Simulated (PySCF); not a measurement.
C8H11 (doublet state).
Z-matrix (Å and degrees, GFN2-xTB geometry), rows numbered from 1:
```
C 
C   1  1.4737
C   2  1.5135  1  112.00
C   3  1.4848  2  119.07  1    68.25
C   4  1.3260  3  111.58  2   145.84
C   5  1.5035  4  112.46  3    -1.95
C   3  1.5136  2  125.16  1  -153.29
C   7  1.4994  3   60.08  2   108.01
H   1  1.0718  2  121.01  3  -150.73
H   1  1.0721  2  119.98  3    32.16
H   2  1.0957  1  110.18  3   122.82
H   2  1.1032  1  110.51  3  -120.06
H   4  1.0761  3  121.68  2   -34.49
H   5  1.0766  4  126.24  3   177.91
H   6  1.0928  5  111.27  4   123.60
H   6  1.0934  5  110.95  4  -116.76
H   7  1.0798  3  121.93  8  -107.37
H   8  1.0802  3  117.51  7   107.75
H   8  1.0800  3  118.47  7  -108.58
```

The hyperfine couplings belong to this conformer and change with its torsions.

As a line formula: `[CH2]C[C@@]12C=CC[C@@H]1C2` [radical].

Method used: UKS B3LYP, pcH-1 on C H, non-relativistic, mean-field spin-orbit, GIAO in PySCF. Geometry: GFN2-xTB, one conformer, isolated molecule. The geometry wasn't refined by DFT: couplings that depend on bond lengths, twists or pyramidal angles can differ widely from those at the functional's own minimum. No stability test was run, so a lower SCF solution isn't excluded.

Task: Break the g tensor into its mass correction, gauge correction and orbital-Zeeman/spin–orbit terms.

Result: 
```tsv
Δg (ppm)	1	2	3
relativistic mass correction	-134	-134	-134
gauge correction	7	38	14
orbital Zeeman/spin–orbit	8	576	748
total	-119	480	628
```

So g = 2.00220, 2.00280, 2.00295 and g_iso = 2.00265; the tensor is rhombic: the two nearest values differ by 20 % of g3 − g1. Axes: g2 points within 3° of the C1–C2 bond.

Task: How much does each term add to the isotropic shift?

Result: The orbital-Zeeman/spin–orbit term 444, the mass correction -134 and the gauge correction 20 ppm, for a total of 329 ppm. The orbital-Zeeman/spin–orbit term is the largest in size. The mass correction is the same along every axis, so the anisotropy comes from the other two: their spans along these axes are 31 (gauge) and 740 ppm (orbital Zeeman/spin–orbit).

Task: What are the electron Larmor frequencies g μB B/h along the three axes at 340 mT?

Result: 9.5279, 9.5308, 9.5315 GHz for g1, g2 and g3, a range of 3.6 MHz.

Task: At 9.383 GHz, how far is the centre of the isotropic spectrum from where a free electron (g = 2.002319) resonates?

Result: B = hν/(g μB) with μB/h = 13.99624 MHz/mT gives 334.81 mT for the free electron and 334.75 mT at g_iso, 0.06 mT lower.

Task: In a frozen sample, at which fields do the three g values resonate at 9.5, 34, 94 and 263 GHz (hyperfine left aside), and which band first spreads them over more than twice a line width of 0.3 mT?

Result: 
```json
{"band": "X", "GHz": "9.5", "B(g3) mT": "338.88", "B(g2) mT": "338.90", "B(g1) mT": "339.00", "spread mT": "0.13"}
{"band": "Q", "GHz": "34.0", "B(g3) mT": "1212.82", "B(g2) mT": "1212.91", "B(g1) mT": "1213.28", "spread mT": "0.45"}
{"band": "W", "GHz": "94.0", "B(g3) mT": "3353.10", "B(g2) mT": "3353.35", "B(g1) mT": "3354.35", "spread mT": "1.25"}
{"band": "J", "GHz": "263.0", "B(g3) mT": "9381.55", "B(g2) mT": "9382.25", "B(g1) mT": "9385.05", "spread mT": "3.50"}
```

The spread grows in proportion to the frequency. W band is the first where it exceeds 0.6 mT.

The largest Mulliken spin populations are on C1 (+1.08), C2 (-0.09) and H12 (+0.07). No atom but C1 exceeds +0.15. The positive populations add up to 1.18 and the negative ones to -0.18, together 2S = 1. The angles at C1 add up to 359.9°, so it is planar; its axial dipolar tensor and the negative couplings of its protons fit spin in a p orbital normal to that plane.

The HOMO–LUMO gaps are 5.91 eV among the α and 4.81 eV among the β orbitals.

Time: 3.5 min of wall time (with the writing of density and orbital grids); peak memory 0.96 GiB. Hardware: an Intel Xeon at 2.50 GHz with one thread, no GPU, shared host with 64 logical CPUs at a one-minute load of 59.
